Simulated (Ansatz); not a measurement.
```tsv
atom	x (Å)	y (Å)	z (Å)
B	0.0092	0.0040	0.8812
B	-0.0043	-0.0089	-0.8822
H	0.9850	0.0054	0.0009
H	-0.9998	-0.0043	-0.0063
H	0.0015	1.0521	1.4766
H	0.0064	-1.0510	1.4590
H	0.0017	1.0545	-1.4573
H	0.0092	-1.0518	-1.4627
```

Basis set: STO-3G (spherical functions). Correlated methods keep 2 orbitals frozen. Charge 0, multiplicity 1.

Computed with Ansatz (development build ahead of 0.2.0); each method stands on the lowest determinant of its kind that the runs found. Restricted open shells among the atoms or ions are ROHF, correlated in semicanonical orbitals with singles.

The atomization energy at this shape (free ground-state atoms in the same class of orbitals less the molecule, no zero-point energy) of singlet B₂H₆:

```json
{"method": "RHF-MP2", "atomization energy": "30.35 eV"}
```

What does RHF give?

28.89 eV.

This basis has no polarisation functions and is too small for such energies, which can lie far from measured ones in either direction.
